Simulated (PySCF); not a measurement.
CH₉NSi₂, SMILES C[SiH2]N[SiH3].

The structure is a stationary point at PBE0-D3(BJ)/def2-SVP. One conformer was computed; it need not be the lowest.

Level of theory: SMD-M06-2X/6-31G* (PySCF).

Solvation free energies are E(SMD) − E(gas) at the gas-phase geometry, for 1 M in both phases. In vacuum the dipole moment is 0.28 D.

Computed solvation free energies in water, N,N-dimethylformamide, ethylethanoate:
```tsv
solvent	ΔG(solv) (kcal/mol)	its non-electrostatic (CDS) part	dipole (D)
water	1.8	4.5	0.35
N,N-dimethylformamide	-1.5	1.1	0.35
ethylethanoate	-1.9	0.2	0.33
```
